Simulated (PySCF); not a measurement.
**Tb (terbium, neutral) across methods**

[Xe] 4f9 6s1 6p1, one real determinant (an excited configuration). All numbers are calculated (PySCF 2.14, scalar relativity by spin-free X2C-1e, in ANO-RCC-VTZP).

```
method   E (hartree)  mean ε 4f β (eV)  mean ε 6s α (eV)  mean ε 6p α (eV)  Σ⟨r²⟩ (bohr²)    ⟨S²⟩
   UHF  -11703.62727            -9.407            -6.441            -3.420          82.72  15.759
   PBE     -11707.83            -1.451            -4.260            -1.333          80.41  15.753
   LDA     -11699.44            -1.413            -4.406            -1.261          79.69  15.754
  PBE0     -11707.69            -3.621            -4.909            -1.940          80.72  15.755
r2SCAN     -11708.05            -1.352            -4.338            -1.434          80.64  15.756
```

⟨L²⟩ = 26.12 against 42 for a pure I term, so this real determinant mixes terms. Spin-orbit coupling, absent here, splits the open shell strongly.
